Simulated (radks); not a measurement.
All-electron atom: Pb4+ in [Xe] 4f14 5d9 6p1 (not the ground configuration). All-electron calculation, scalar-relativistic Kohn-Sham, PBEsol, spin-polarised, spherical densities, finite nucleus; open shells are filled with parallel spins first (spin-orbit coupling, left out, can overturn this in heavy ions); Fermi nuclear charge, rms radius 5.5012 fm. Program: a radial shooting solver on a logarithmic mesh with Libxc functionals.

X-ray form factor f0, the Fourier transform of the density (f0(0) = 78):

| sin(theta)/lambda (1/angstrom) | f0 (electrons) |
|---|---|
| 0.05 | 77.319 |
| 0.1 | 75.401 |
| 0.15 | 72.559 |
| 0.2 | 69.160 |
| 0.25 | 65.514 |
| 0.3 | 61.844 |
| 0.4 | 54.940 |
| 0.5 | 48.983 |
| 0.6 | 44.011 |
| 0.8 | 36.247 |
| 1 | 30.204 |
| 1.25 | 24.260 |
| 1.5 | 19.986 |
| 2 | 15.241 |
